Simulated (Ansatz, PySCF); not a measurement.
C₂H₆BrClSi (SMILES C[Si](C)(Cl)Br), singlet, at a GFN2-xTB geometry, with bond 5-2 at 1.4 times its length. Base run: CASSCF(6,4)/STO-3G (PySCF).

PySCF was given this input:
```python
from pyscf import gto, scf, mcscf
import numpy

mol = gto.Mole()
mol.atom = '''
    C     1.469946   -1.727710   -0.012123
    Si    0.077103   -0.524355   -0.464688
    C    -1.556700   -1.374441   -0.912944
    Cl    0.665099    0.730580   -1.948145
    Br   -0.489085    1.174189    2.103741
    H     1.186076   -2.365344    0.820609
    H     2.372099   -1.193882    0.277124
    H     1.722027   -2.369542   -0.851323
    H    -2.334691   -0.644507   -1.123757
    H    -1.910250   -2.003942   -0.100950
    H    -1.444746   -1.999918   -1.793849
'''
mol.basis = 'sto-3g'
mol.charge = 0
mol.spin = 0
mol.verbose = 4
mol.build()

mf = scf.RHF(mol)
mf.kernel()
mc = mcscf.CASSCF(mf, 4, 6)
mc.fix_spin_(ss=0.0)
mc.kernel()
occ = numpy.linalg.eigvalsh(mc.fcisolver.make_rdm1(mc.ci, mc.ncas, mc.nelecas))[::-1]
ss = mc.fcisolver.spin_square(mc.ci, mc.ncas, mc.nelecas)[0]
print('natural occupations', occ.round(4), ' <S^2>', round(ss, 4))
```

Programs used: Ansatz (an electronic-structure program), PySCF; a row that names a program was run with it.

The base run was repeated with changes; each row names its change, and settings that it needs were set with it.

| change | ΔE vs base (mEh) | natural occupations | <S^2> of the state | outcome |
|---|---|---|---|---|
| base | 0.000 | 2.00 2.00 1.75 0.25 | 0.00 | converged |
| orbitals = fixed (CASCI); correction = SC-NEVPT2 | -142.9 | 2.00 2.00 1.79 0.21 | 0.00 | converged |
| correction = SC-NEVPT2 | -143.7 | 2.00 2.00 1.75 0.25 | 0.00 | converged |
| code = ansatz | -0.008 | - | - | converged |
| code = ansatz; correction = SC-NEVPT2, all electrons | -143.3 | - | - | converged |
| active space = 10 electrons, 8 orbitals | - | - | - | not converged |
| active space = 8 electrons, 6 orbitals | -14.744 | 2.00 2.00 1.98 1.76 0.25 0.02 | 0.00 | converged |
| active space = 6 electrons, 7 orbitals | - | - | - | not converged |
| conv_tol = 1e-5 | 0.008 | 2.00 2.00 1.75 0.25 | 0.00 | converged |
| fix_spin_ = off | 0.000 | 2.00 2.00 1.75 0.25 | 0.00 | converged |
| start = MP2 natural orbitals | -0.022 | 2.00 2.00 1.75 0.25 | 0.00 | converged |

Active orbitals are taken around the Fermi level unless the row says otherwise; CASSCF can end in different local minima, and two programs can end on different orbitals. State-averaged rows give the lowest state.
